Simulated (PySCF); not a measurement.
**From computed data to an observable: refractive index and permittivity of the vapour**

AsH5, SMILES [AsH5].

The structure is a stationary point at PBE0-D3(BJ)/def2-TZVP.

PBE0/def2-TZVPD (PySCF) gives a mean static polarisability of 41.8 bohr³ and a dipole moment of 0.00 D. Take an ideal gas at 298.15 K and 1 bar, whether or not the substance is that volatile.

Q: Work out n − 1 in the optical limit and the static ε − 1.

A: 
Polarisability volume α' = 41.8 × 0.148185 = 6.19 Å³. Number density N = p/kT = 2.43e-5 Å⁻³.
Dilute limit of Lorentz–Lorenz: n − 1 = 2π N α' = 0.00095.
Orientation term of Debye: μ²/(3kT) = 8.098 Å³ × μ²(D²) = 0.00 Å³.
ε − 1 = 4π N (α' + μ²/3kT) = 0.0019. With no permanent dipole, ε equals n² in this model. Vibrational polarisation and dispersion are left out.
